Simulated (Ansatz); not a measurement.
CH3AlFNO. Charge 0, multiplicity 1. The bonds changed during the relaxation, so this is another structure than the one it started from.

```xyz
8

N     0.7884   -0.3059   -0.4603
C    -0.3119   -0.9813   -0.3324
F    -0.4739   -2.1835   -0.8277
O    -1.2563   -0.4430    0.2995
Al   -0.1131    1.0942    0.5559
H     1.5718   -0.6948   -0.9569
H     0.3778    1.2010    2.0531
H    -0.5829    2.3133   -0.3311
```

Q: Give the diagnostics of a CCSD(T)/def2-TZVPP run (frozen core, the Gaussian-basis code of Ansatz). (Estimate.)

A: The calculation gave: T1 = 0.0141, largest single amplitude 0.035, largest double 0.029, (T) share of the correlation energy 3.7 %, 9 CCSD cycles. The RHF solution is stable towards an unrestricted one. T1 lies under the customary mark of 0.02 for closed shells.
